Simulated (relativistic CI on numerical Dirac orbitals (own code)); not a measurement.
**A ladder of approximations for the levels of Ni+**

Calculated with a relativistic CI code on KLI orbitals (one set per configuration, finite nucleus), adding one ingredient at a time: step 1, Dirac-Coulomb, each configuration alone; step 2, with Breit and QED terms; step 3, with configuration mixing; step 4, with scaled Slater integrals (0.85); step 5, with a P86 correlation estimate; step 6, tied to the ionisation limit. P86 is a density functional for the correlation energy, evaluated here for each configuration and added to its levels. Step 6 is semi-empirical: configurations made of the next ion and one excited electron move by 15446 cm⁻¹, so that their limit matches the tabulated ionisation energy, and those with a non-penetrating f or g electron also take the P86 value of the least penetrating other one.

Configuration list (outside the closed core [Ar]): 3d9, 3d8 4s, 3d8 4p, 3d8 4d, 3d8 5s, 3d7 4s 4p, 3d8 5p, 3d8 4f, 3d8 5d, 3d8 5f, 3d7 4s2, 3d6 4s2 4p, 3d6 4s2 4d, 3d6 4s2 5s, 3d6 4s2 5p, 3d6 4s2 4f.

Computed minus measured energy above the ground level, in cm⁻¹, for 7 of the 16 excited levels that pair in every step (one J of a term; a digit in brackets numbers repeated terms):

```
Configuration  Term    J  Measured  Step 1  Step 2  Step 3  Step 4  Step 5  Step 6
          3d9    2D  3/2      1507      62     -57     -79    -103     -54     -96
       3d8 4s    4F  9/2      8394  -16162  -15987  -15237  -13202   -9312    6063
       3d8 4s    2F  7/2     13550  -14005  -13854  -13280  -12274   -8379    6995
       3d8 4s    4P  5/2     23108  -10219  -10150   -9463  -10243   -6357    9008
       3d8 4s    2D  3/2     23796  -12557  -12384  -11599  -12323   -8452    6892
       3d8 4s    2P  3/2     29071   -9774   -9631   -9106  -10961   -7064    8297
       3d8 4s    2G  9/2     32500  -12117  -12036  -11379  -13392   -9499    5871
```

Mean absolute errors in cm⁻¹, over all paired levels and for the configurations:

```
Configuration, levels  Step 1  Step 2  Step 3  Step 4  Step 5  Step 6
              all, 16   12306   12192   11567   11667    8020    6399
               3d9, 1      62      57      79     103      54      96
           3d8 4s, 15   13122   13001   12333   12438    8551    6820
```

Measured levels: NIST Handbook of Basic Atomic Spectroscopic Data (Sansonetti and Martin, J. Phys. Chem. Ref. Data 34, 1559 (2005)).

**Question.** What does each ingredient do to the ground and the excited configurations, and where is the model closest to experiment?

**Answer.** The Breit and QED terms change the top of the ground term (measured 1507) from 1569 to 1450. Mixing lowers the ground level by 816, with 3d8 4s as its largest admixture; relative to it the configurations that move most are 3d8 4s by +668. The P86 estimate moves 3d8 4s by +3887, and takes the mean absolute error of the excited configurations from 12438 to 8551. Step 6 takes that error from 8551 to 6820. The mean absolute error is lowest at step 6 (6399 cm⁻¹), and the largest single drop is from step 4 to 5 (11667 to 8020).
